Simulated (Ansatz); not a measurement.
Molecule: PbCl₂, net charge 1, doublet state. 
Structure (B3LYP-D3(BJ)/def2-TZVP (Ansatz, a quantum-chemistry and plane-wave program) minimum search):
```
Pb
Cl 1 2.5659
Cl 1 2.5659 2 64.08
```
Charge +1, spin multiplicity 2.

Basis-set convergence of Hartree-Fock and CCSD correlation energies (hartree) with Ansatz. Correlated levels leave the core frozen unless marked. Open shells are spin-unrestricted. Spin-orbit coupling is left out. The frozen core is the preceding noble-gas configuration, with the filled d and f shells of earlier blocks. Past Kr the def2 sets carry scalar-relativistic core potentials. The program attaches cautions to a run behind CCSD/def2-SVP: other roots. The program attaches cautions to a run behind CCSD/def2-TZVPP: other roots.

```json
[
 {"basis": "def2-SVP", "functions": "62", "E(HF)": "-1110.31393", "E(corr, CCSD)": "-0.33799"},
 {"basis": "def2-TZVPP", "functions": "134", "E(HF)": "…", "E(corr, CCSD)": "…"}
]
```

**Question.** Some entries are withheld; supply them.

**Answer.** 
- def2-TZVPP, E(HF): -1110.63373
- def2-TZVPP, E(corr, CCSD): -0.46445
